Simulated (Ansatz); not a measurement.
AlH3 (SMILES [AlH3]) moved off its minimum; all values from Ansatz (an electronic-structure program), cores frozen in correlated methods.
(charge 0, multiplicity 1)
```xyz
4

Al     0.15420     0.10908     0.06461
H      0.70011    -0.51327     1.34629
H     -0.30534     1.50129    -0.28416
H     -0.26490    -1.19469    -1.16222
```

### Question
Give the forces (eV/Å), the total energy and the dipole at CCSD(T)/aug-cc-pV(T+d)Z.

### Answer

```csv
atom,Fx,Fy,Fz
Al1,-0.858,-2.663,-1.942
H2,0.432,0.046,0.775
H3,-0.109,1.130,-0.058
H4,0.534,1.487,1.224
```
Energy -243.7503 hartree, dipole 1.32 D.
